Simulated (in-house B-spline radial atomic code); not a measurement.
Results of a calculation; reference values are marked as such.
Building a PAW s channel for Ru, r_c = 2.91 bohr

Ru, [Kr] 4d7 5s1, non-relativistic LDA (VWN5), spherical and spin-unpolarised, from a B-spline radial code for spherical atoms (atomic units; all potentials screened as in the neutral atom).

Two all-electron partial waves φ1, φ2 are integrated outwards at E1 = ε(5s) = -0.152834 and E2 = E1 + 2 hartree; φ1 is the bound orbital and φ2 has unit norm inside r_c = 2.9062 bohr. Smooth partners are polynomials, r^1(a0 + a1 r² + a2 r⁴ + a3 r⁶), matched to φ and three derivatives at r_c, with no condition on the norm. The local potential is -2.76593 + (0.773251) r² + (-0.0896982) r⁴ + (0.00380256) r⁶ inside 2.4662 bohr and the all-electron one outside.

```csv
wave,φ(r_c),φ'(r_c),a0,a1,a2,a3
1,0.5914731,-0.02062722,0.2338059,0.01530819,-0.003327528,0.0001291154
2,0.9674216,0.958152,-2.861091,0.8491876,-0.07114728,0.00182078
```

Inside r_c the overlaps are <φi φj> = [[0.37477, -0.14667], [-0.14667, 1.00000]] and, for the smooth waves, [[0.45608, -0.77288], [-0.77288, 5.57810]]. With χj = (Ej − T − V_local) applied to smooth wave j, the program's quadrature gives the matrix B_ij = <smooth i, χj> as [[0.25178, -2.53608], [-1.28366, 15.08300]].

(1) Check the match of the first wave, and find the augmentation charges q_ij.

(2) B isn't symmetric. Show that D_ij = B_ij + Ej q_ij is.

Solving (T + V_local + Σ p D p) ψ = E (1 + Σ p q p) ψ in a sphere of 9 bohr, whose wall lifts the free-atom level a little, gives these levels:

```csv
all-electron,one projector,two projectors
-0.151543,-0.151543,-0.151543
0.117906,0.109773,0.117773
0.487960,0.253794,0.486894
1.018900,0.523826,0.857996
1.700310,1.057610,1.020960
```

(3) What does the second projector gain?

Answers

(1) At r_c the four terms are 0.67949, 0.37575, -0.68984, 0.22608, which sum to 0.5915, φ1(r_c) to rounding. q_ij is the all-electron overlap less the smooth one: [[-0.08131, 0.62621], [0.62621, -4.57810]]. The smooth first wave has a norm of 0.4561 inside r_c against 0.3748, so q11 is negative and must stay small enough for the overlap operator to be positive.

(2) Integrating by parts gives B12 − B21 = (E1 − E2) q12: -2.53608 − (-1.28366) = -1.25242, and −2 × (0.62621) = -1.25243. So D12 = -2.53608 + (1.847166)(0.62621) = -1.37936 and D21 = -1.28366 + (-0.152834)(0.62621) = -1.37937; D11 = 0.26420, D22 = 6.62649. The projectors, p = (B⁻¹)ᵀ χ, are dual to the smooth waves; det B = 0.54.

(3) With one projector the errors are 0.00, -8.13 millihartree, and the level at 0.2538 is out of step with the all-electron series: an extra state, or one far too low, so the pairing ends there; skipping it, the next levels are off by +35.9, +38.7 millihartree. With two the errors are 0.00, -0.13, -1.07 millihartree, and the level at 0.8580 is out of step with the all-electron series: an extra state, or one far too low, so the pairing ends there; skipping it, the next levels are off by +2.1 millihartree. The lowest eigenvalue of the overlap operator is 0.5991 with one and 0.02867 with two projectors. The smooth orbital alone needs a cutoff of 1.84 hartree for 1 millihartree of kinetic energy, against 4.87 for a norm-conserving Troullier-Martins orbital of the same radius, which is no gain while the set fails.
